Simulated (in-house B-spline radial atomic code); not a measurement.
**Solving the quasi-particle equation for 3s of Si2+**

Configuration [Ne] 3s2, start HSE06; correlation leaves out the 2 deepest shells. Computed with a B-spline radial code for spherical atoms: all electrons, non-relativistic, point nucleus, each spin shell either full or empty, empty states to l = 9 with an (l + 1/2)⁻⁴ tail; G0W0 by contour deformation at full frequency.

At the mean-field level ε = -29.248 eV the matrix elements are Σx = -15.085 eV, v_xc = -12.209 eV and Σc(ε) = -1.936 eV, and the slope of the correlation self-energy is dΣc/dω = -0.0740. The quasi-particle energy solves E = ε + Σx − v_xc + Σc(E).

What does the linearised equation give?

Z = 1/(1 − dΣc/dω) = 1/1.0740 = 0.9311. The first-order shift is Σx − v_xc + Σc(ε) = -15.085 − (-12.209) + (-1.936) = -4.812 eV, so E ≈ ε + Z × shift = -29.248 + 0.9311 × (-4.812) = -33.728 eV.

How does that compare with the full solution and with static screening?

Solving the equation at full frequency dependence gives E = -33.752 eV, where Σc = -1.627 eV and the weight is 0.939; the linearised value is off by 23 meV. Leaving Z out would give -34.060 eV. Static COHSEX puts -3.753 eV in place of Σc and gives -35.877 eV, 2.13 eV deeper. The tabulated removal energy is 33.493 eV (NIST, measured); the run leaves out relativity, Breit and QED terms.
